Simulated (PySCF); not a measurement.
# Oscillator strengths, rates and cross-sections

C3H9AsSi.
SMILES: `C[C@@H]1[SiH2]C[AsH]1`

Theory: TDDFT CAM-B3LYP/def2-SVPD, vertical, gas phase, core orbitals frozen in the response (PySCF 2.14.0, density-fitted response routines). Isolated species at its GFN2-xTB geometry (one conformer only). The CAM-B3LYP/def2-SVPD calculation is non-relativistic and has no spin–orbit coupling, an omission that weighs most on arsenic.

Computed singlets with f of 0.002 or more:

```json
{"state": "S1", "ν̃ (cm⁻¹)": "41360", "f": "0.026"}
{"state": "S2", "ν̃ (cm⁻¹)": "47270", "f": "0.028"}
{"state": "S3", "ν̃ (cm⁻¹)": "52210", "f": "0.088"}
{"state": "S4", "ν̃ (cm⁻¹)": "55490", "f": "0.019"}
{"state": "S5", "ν̃ (cm⁻¹)": "56830", "f": "0.014"}
{"state": "S7", "ν̃ (cm⁻¹)": "58530", "f": "0.011"}
{"state": "S8", "ν̃ (cm⁻¹)": "59660", "f": "0.057"}
```

Q: Turn these into Einstein A coefficients, radiative lifetimes, transition dipoles and integrated cross-sections.

A: Relations used (vacuum, state to state): A = 0.6670 f ν̃² s⁻¹ (ν̃ in cm⁻¹); τ = 1/A; f = (2/3) ΔE |μ|² in atomic units; ∫σ dE = 109.76 f Mb·eV.

```tsv
state	A (s⁻¹)	τ	|μ| (D)	∫σ dE (Mb·eV)
S1	3.0×10⁷	33 ns	1.16	2.9
S2	4.1×10⁷	24 ns	1.12	3
S3	1.6×10⁸	6.2 ns	1.90	9.7
S4	4.0×10⁷	25 ns	0.86	2.1
S5	3.0×10⁷	33 ns	0.73	1.5
S7	2.6×10⁷	39 ns	0.64	1.2
S8	1.3×10⁸	7.4 ns	1.42	6.2
```

Leading configurations: S1 H→L (96%); S2 H→L+1 (89%); S3 H→L+2 (72%); S4 H-1→L (84%); S5 H-2→L (49%); S7 H→L+6 (42%); S8 H→L+4 (25%) (H = HOMO, L = LUMO).

The rates are for emission to S0 at the absorption energy, with no other channel.

Q: What is the integrated cross-section of all computed states together?

A: Σf = 0.246 over S1 to S8, so 109.76 × Σf ≈ 27 Mb·eV.

Q: By what factor does the largest A in the list exceed the smallest?

A: S3 has 6.2 times the rate of S7.

Q: Which computed singlets stay under f = 0.002?

A: S6 (7.11 eV, f 0.0019).

Without π bonds the low states are Rydberg-like; a valence basis with one diffuse set may place them up to an eV too high.
